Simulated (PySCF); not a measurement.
C4H7NS2Si.
SMILES with atom numbers: `[N:1]#[C:2][CH2:3][Si@@H:4]1[CH2:5][S:6][CH2:7][S:8]1`

Definitions: NICS(0) = −σiso at the ring centroid; NICS(1) = −σiso and NICS(1)zz = −σzz at ±1 Å along the ring normal z. Level: GIAO PBE0/pcSseg-1 (PySCF, non-relativistic, gas phase) on the GFN2-xTB geometry, one conformer.

Ring bond lengths (Å), with Mayer bond orders in brackets: Si4–C5 1.913 (0.86), C5–S6 1.821 (0.99), S6–C7 1.806 (0.99), C7–S8 1.823 (0.97), S8–Si4 2.148 (1.01).

Problem. What do the NICS probes read (ppm)?

Solution. 
```tsv
ring	type	NICS(0)	NICS(1), two faces	NICS(1)zz, two faces	rms pucker (Å)	centre to ring atoms, mean (Å)
Si4–C5–S6–C7–S8	5-membered ring with 2 S and Si; formal bonds all single	-8.1	-5.0 / -4.9	-5.5 / -2.9	0.25	1.58
```

Problem. What do they say, and how far can they be read as aromaticity?

Solution. 
- Si4–C5–S6–C7–S8: mean NICS(1)zz -4.2 ppm, shielded. Si4, C5, C7 have four or more neighbours; no verdict on aromaticity is drawn.
